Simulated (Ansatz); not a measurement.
C4H4N2, SMILES c1cnccn1.

Geometry optimised at ωB97X-D3(BJ)/def2-SVP.

Two levels are set side by side: PBE/def2-TZVPD (Ansatz, a first-principles code) and PBE0/def2-TZVPD (Ansatz). Energy differences of separate SCF runs at the same geometry; the states with an electron removed or added have multiplicity 2 and 2. Differences are taken from unrounded values.

```json
[
 {"quantity": "vertical ionisation energy (eV)", "PBE0": "9.48", "PBE": "9.00", "PBE minus PBE0": "-0.48"},
 {"quantity": "vertical singlet–triplet gap (eV)", "PBE0": "3.33", "PBE": "2.96", "PBE minus PBE0": "-0.36"}
]
```
